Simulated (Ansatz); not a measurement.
Basis-set series for `[CH3][Cd][F]`. Charge 0, multiplicity 1. Cd: def2 effective core potential. The geometry is a stationary point of PBE0-D4/def2-TZVP.

```csv
atom,x (Å),y (Å),z (Å)
C1,-0.446,-0.705,0.012
Cd2,0.666,1.051,-0.017
F3,1.708,2.696,-0.045
H4,0.213,-1.553,0.192
H5,-1.192,-0.653,0.805
H6,-0.949,-0.836,-0.947
```

```json
{"functional": "PBE0-D4", "basis": "def2-SVP", "functions": "74", "energy (Eh)": "-307.22915", "HOMO (eV)": "-8.35", "LUMO (eV)": "-0.61"}
{"functional": "PBE0-D4", "basis": "def2-TZVPP", "functions": "160", "energy (Eh)": "-307.44494", "HOMO (eV)": "-8.47", "LUMO (eV)": "-0.82"}
{"functional": "ωB97M-V", "basis": "def2-SVP", "functions": "74", "energy (Eh)": "-307.25647", "HOMO (eV)": "-10.50", "LUMO (eV)": "1.05"}
{"functional": "ωB97M-V", "basis": "def2-TZVPP", "functions": "160", "energy (Eh)": "-307.48078", "HOMO (eV)": "-10.63", "LUMO (eV)": "0.73"}
```

**Question.** Give the rows for def2-QZVPP. (Best estimate.)

**Answer.** The calculation gave: 
```
functional       basis  functions  energy (Eh)  HOMO (eV)  LUMO (eV)
   PBE0-D4  def2-QZVPP        292   -307.45787      -8.47      -0.93
   ωB97M-V  def2-QZVPP        292   -307.49365     -10.64       0.33
```

Positive LUMOs are unbound and depend on the basis.

Computed with Ansatz.
